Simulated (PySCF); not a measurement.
Match each property card to its molecule.

Structures:
1. `C[SiH2]S[Si@@H](C)F`
2. `F[SiH2]C([SiH3])[SiH2]F`
3. `C#CCC(=O)CC#N`

Card P (geometry GFN2-xTB):
* Rotational constants A, B, C: 1.852, 1.414, 0.943 GHz
* Static isotropic polarisability (PBE0/def2-SVPD): 88.4 au
* Lowest singlet excitation (TDDFT PBE0/def2-SVPD): 7.01 eV (177 nm, f = 0.018)
* HOMO energy (PBE0/def2-SVPD): -8.97 eV
* Strongest line among the 8 lowest singlet transitions (TDDFT PBE0/def2-SVPD): S8 at 8.15 eV (152 nm, f = 0.079)

Card Q (geometry GFN2-xTB):
* Rotational constants A, B, C: 2.219, 2.129, 1.275 GHz
* Static isotropic polarisability (PBE0/def2-SVPD): 71.8 au
* Strongest line among the 6 lowest singlet transitions (TDDFT PBE0/def2-SVPD): S6 at 6.99 eV (177 nm, f = 0.006)
* HOMO energy (PBE0/def2-SVPD): -8.02 eV
* Point group: C1
* Lowest triplet excitation (Tamm–Dancoff) (TDA PBE0/def2-SVPD): 3.81 eV
* 13C chemical shifts (computed TMS as zero) by class (GIAO PBE0/pcSseg-1): 202.4 (1 C), 119.4 (1 C), 82.5 (1 C), 82.1 (1 C), 34.9 (1 C), 31.6 (1 C) ppm

Card R (geometry GFN2-xTB):
* Rotational constants A, B, C: 4.108, 0.919, 0.797 GHz
* Static isotropic polarisability (CAM-B3LYP/def2-SVPD): 97.9 au
* 13C chemical shifts (computed TMS as zero) by class (GIAO PBE0/pcSseg-1): 2.7 (1 C), -3.8 (1 C) ppm
* Lowest singlet excitation (TDDFT CAM-B3LYP/def2-SVPD): 6.33 eV (196 nm, f = 0.011)
* HOMO energy (CAM-B3LYP/def2-SVPD): -8.66 eV
* Point group: C1

Each SMILES stands for a single optimised conformer of the isolated species, non-relativistic unless stated. Electronic properties by PySCF. NMR classes are plain means over equivalent atoms (diastereotopic ones count apart unless rotation or inversion swaps them), as if these changed places fast.

**Question.** Which card belongs to which structure?

**Answer.** P = 2, Q = 3, R = 1. What ties each card to its structure:
- 1 (card R), C2H9FSSi2, monoisotopic mass 140.0 u, 6 heavy atoms: 2 C in 2 classes; the least shielded carbon (2.7 ppm) is an Si-methyl carbon; an asymmetric top with C = 0.797 GHz, the lowest such constant on the cards; polarisability 97.9 au for 74 electrons.
- 2 (card P), CH8F2Si3, monoisotopic mass 142.0 u, 6 heavy atoms: an asymmetric top with C = 0.943 GHz; polarisability 88.4 au for 74 electrons.
- 3 (card Q), C6H5NO, monoisotopic mass 107.0 u, 8 heavy atoms: 6 C in 6 classes; the least shielded carbon (202.4 ppm) is a ketone carbonyl carbon; an asymmetric top with C = 1.275 GHz, the highest such constant on the cards; polarisability 71.8 au for 56 electrons.
